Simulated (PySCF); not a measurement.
Compound: C2H10BNSSi.
Atom-mapped SMILES: `[CH3:1][N:2]([CH3:3])[BH:4][S:5][SiH3:6]` (hydrogens: H7, H8, H9 on C1; H10, H11, H12 on C3; H13 on B4; H14, H15, H16 on Si6)

Geometry (PBE0-D3(BJ)/def2-SVP, Å), atoms numbered from 1 in this order:
```
atom  x, y, z in Å
C1    -1.9361    0.9755   -0.4878
N2    -1.0763   -0.0849   -0.0173
C3    -1.7737   -1.1334    0.6875
B4     0.3005   -0.0677   -0.2499
S5     1.3792   -1.4212    0.3504
Si6    3.2412   -0.6701   -0.4099
H7    -2.4636    1.4623    0.3522
H8    -2.7044    0.5880   -1.1810
H9    -1.3455    1.7353   -1.0144
H10   -2.5145   -1.6261    0.0326
H11   -1.0689   -1.8959    1.0436
H12   -2.3164   -0.7284    1.5597
H13    0.7802    0.8601   -0.8605
H14    3.5782    0.6572    0.1850
H15    4.2866   -1.6622   -0.0246
H16    3.2091   -0.5391   -1.8968
```

Level of theory: core-valence-separated Tamm–Dancoff BHandHLYP/aug-pcX-1 (pcseg-1 on H, def2-SVPD on Si, def2-SVPD on S) in PySCF, non-relativistic, gas phase, PBE0-D3(BJ)/def2-SVP geometry. No shift to experiment was applied.

The lowest roots of each edge with f over 0.003 (five at most, numbered afresh; weaker and dark ones are left out), with transition dipoles (au) in the frame of the coordinates:

```csv
root,edge,E (eV),μx,μy,μz
1,C,286.20,0.0320,-0.0252,0.0093
2,C,286.22,-0.0330,-0.0184,0.0151
3,C,286.71,-0.0066,-0.0238,-0.0403
4,C,286.74,0.0068,0.0233,0.0436
5,C,287.04,-0.0456,-0.0382,0.0300
6,N,399.08,-0.0075,-0.0269,-0.0474
7,N,401.56,-0.0051,0.0318,-0.0173
8,N,401.79,-0.0186,-0.0088,0.0078
9,B,187.90,0.0180,0.0645,0.1123
10,B,191.23,0.0149,0.0445,-0.0280
11,B,191.51,-0.0559,0.0486,-0.0190
12,B,191.79,-0.0086,-0.0318,0.0196
13,B,191.86,0.0124,0.0275,-0.0176
```

Problem. What are the oscillator strengths?

Solution. f = (2/3) ΔE |μ|², with ΔE in hartree (27.2114 eV):

| root | ΔE (Eh) | \|μ\|² (au) | f | core hole on |
| --- | --- | --- | --- | --- |
| 1 | 10.5177 | 0.001746 | 0.012 | C1/C3 |
| 2 | 10.5185 | 0.001656 | 0.012 | C1/C3 |
| 3 | 10.5366 | 0.002234 | 0.016 | C1/C3 |
| 4 | 10.5376 | 0.002490 | 0.018 | C1/C3 |
| 5 | 10.5486 | 0.004439 | 0.031 | C1 |
| 6 | 14.6661 | 0.003027 | 0.030 | N2 |
| 7 | 14.7570 | 0.001337 | 0.013 | N2 |
| 8 | 14.7656 | 0.000484 | 0.005 | N2 |
| 9 | 6.9052 | 0.017096 | 0.079 | B4 |
| 10 | 7.0275 | 0.002986 | 0.014 | B4 |
| 11 | 7.0378 | 0.005848 | 0.027 | B4 |
| 12 | 7.0483 | 0.001469 | 0.007 | B4 |
| 13 | 7.0507 | 0.001220 | 0.006 | B4 |

Problem. Molecules are fixed in this frame and the field points along z. What effective strengths 3 f cos²θ do the roots have (θ between field and μ)?

Solution. root 1 (C1/C3): 0.002, root 2 (C1/C3): 0.005, root 3 (C1/C3): 0.034, root 4 (C1/C3): 0.040, root 5 (C1): 0.019, root 6 (N2): 0.066, root 7 (N2): 0.009, root 8 (N2): 0.002, root 9 (B4): 0.174, root 10 (B4): 0.011, root 11 (B4): 0.005, root 12 (B4): 0.005, root 13 (B4): 0.004. Root 9 is the strongest. Averaged over all orientations cos²θ is 1/3, which gives f back.

The run took 22 s of wall time on one thread, Arm Neoverse V2 (aarch64), no GPU (shared host), and the process peaked at 0.95 GiB of memory.

One conformer stands for the species.
